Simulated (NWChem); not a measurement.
Species: diphosphane (P₂H₄); SMILES PP

Results from NWChem. The geometry was optimised at PBE0-D3(BJ)/def2-TZVP.

For level OLYP/def2-TZVP:

```
Property                     Result
---------------------------  ------
highest occupied level (eV)   -5.68
```

### Question
Estimate the same quantities for level revPBE/def2-TZVP.

### Answer
The highest occupied level (eV) comes out as -5.80.
